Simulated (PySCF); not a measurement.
C7H10.
Numbering: `[CH2:1]=[CH:2][C:3](=[CH2:4])[C:5](=[CH2:6])[CH3:7]` (hydrogens: H8, H9 on C1; H10 on C2; H11, H12 on C4; H13, H14 on C6; H15, H16, H17 on C7)

Computed geometry: GFN2-xTB, gas phase.

Question: List the bond lengths, angles and torsions at this level.

Answer: 
```tsv
bond	length (Å)
C1=C2	1.328
C2–C3	1.456
C3=C4	1.333
C3–C5	1.487
C5=C6	1.323
C5–C7	1.498
C1–H8	1.078
C1–H9	1.077
C2–H10	1.083
C4–H11	1.078
C4–H12	1.077
C6–H13	1.077
C6–H14	1.077
C7–H15, C7–H16, C7–H17	1.089
```

Bonds in one row agree within 0.01 Å and their mean is given. A selection of angles:
```tsv
angle	degrees
C2–C1–H8	121.7
C2–C1–H9	121.7
H8–C1–H9	116.6
C1–C2–C3	124.8
C1–C2–H10	120.0
C3–C2–H10	115.2
C2–C3–C4	121.2
C2–C3–C5	118.0
C4–C3–C5	120.8
C3–C4–H11	121.8
C3–C4–H12	121.7
H11–C4–H12	116.5
C3–C5–C6	121.3
C3–C5–C7	115.3
C6–C5–C7	123.4
C5–C6–H13	121.9
C5–C6–H14	121.5
H13–C6–H14	116.6
C5–C7–H15	110.1
C5–C7–H17	111.0
H15–C7–H16	107.6
H15–C7–H17	109.1
```

Dihedral angles: C1–C2–C3–C4 -179° (antiperiplanar); C2–C3–C5–C6 81° (synclinal). The mirror-image conformer, all signs reversed, is as good.

The 6 C–C bonds span 1.323 Å (C5=C6, drawn double) to 1.498 Å (C5–C7, drawn single), a spread of 0.175 Å. Of the pairs four or more bonds apart, C5···H8 is among the closest relative to their van der Waals radii: 2.60 Å, 90 % of the sum of Bondi's values.

Point group: C1 (no symmetry element, even within 0.4 Å). Not checked by GFN2-xTB frequencies. The numbers are those of one conformer.
